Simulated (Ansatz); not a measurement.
Computed with Ansatz on PBE0-D4/def2-TZVP structures; ΔE is electronic, products minus reactants. CCSD(T)/CBS is the MP2 limit (def2-TZVPP, def2-QZVPP) plus CCSD(T) − MP2 in def2-TZVPP, frozen cores. DFT in def2-TZVPP. B3LYP here is the variant with VWN-RPA as its local correlation; programs differ in this. One conformer a species, not always the lowest.

`CO[SiH](F)O[SiH2]F` + `CN[SiH](C)F` → `C[SiH](F)N[SiH2]F` + `CO[SiH](F)OC`  (redistribution)

`CO[SiH](F)O[SiH2]F`:

```xyz
13

C     1.294    1.452    0.724
O    -0.046    1.177    1.078
Si   -0.716   -0.286    1.221
F    -2.240   -0.031    1.563
O    -0.627   -1.138   -0.157
Si   -0.666   -1.194   -1.777
F     0.512   -0.280   -2.348
H     1.453    2.526    0.823
H     1.997    0.935    1.386
H     1.496    1.158   -0.309
H    -0.115   -1.093    2.294
H    -0.405   -2.581   -2.207
H    -1.938   -0.647   -2.293
```

`CN[SiH](C)F`:

Z-matrix (Å, degrees):
```
C
N 1 1.448
H 1 1.096 2 113.1
H 1 1.092 2 109.8 3 -119.9
H 1 1.094 2 111.2 3 121.9
Si 2 1.699 1 126.6 3 95.8
H 2 1.008 1 113.5 3 -65.3
F 6 1.611 2 113.3 1 -74.3
C 6 1.854 2 111.6 1 45.0
H 6 1.483 2 106.4 1 170.1
H 9 1.093 6 110.0 2 178.4
H 9 1.092 6 111.0 2 58.4
H 9 1.093 6 111.5 2 -62.5
```

`C[SiH](F)N[SiH2]F`:

```xyz
13

C    -1.968   -0.749    0.763
Si   -0.595   -0.599   -0.468
F    -1.273   -0.460   -1.914
N     0.400    0.764   -0.144
Si    2.103    0.874   -0.256
F     2.805    0.650    1.165
H    -1.570   -0.906    1.768
H    -2.582    0.156    0.776
H    -2.620   -1.590    0.515
H     0.296   -1.779   -0.527
H    -0.076    1.601    0.165
H     2.494    2.234   -0.691
H     2.587   -0.196   -1.153
```

`CO[SiH](F)OC`:

```xyz
13

C    -2.133   -0.071    0.796
O    -0.955   -0.324    0.060
Si    0.002    0.797   -0.621
F     0.284    1.923    0.475
O     1.369    0.092   -1.103
C     2.179   -0.783   -0.344
H    -2.918    0.344    0.155
H    -1.946    0.623    1.621
H    -2.487   -1.018    1.206
H    -0.600    1.465   -1.784
H     2.705   -0.240    0.447
H     2.916   -1.226   -1.015
H     1.584   -1.582    0.107
```

Is it downhill or uphill in electronic energy at CCSD(T)/CBS, and by how much? (Best estimate.)

Computed: Uphill: ΔE = +15.7 kcal/mol.

What do these levels give: r2SCAN-D4, PBE0-D4, ωB97M-V, PBE, r2SCAN, B3LYP? (Estimate.)

The calculation gave: r2SCAN-D4 15.1, PBE0-D4 14.9, ωB97M-V 14.9, PBE 13.8, r2SCAN 14.9, B3LYP 15.0 kcal/mol.

Largest T1 diagnostic among the species: 0.012.

From PBE to PBE0 (25 % exact exchange), in def2-TZVPP and without D4, ΔE moves by +0.8 kcal/mol.
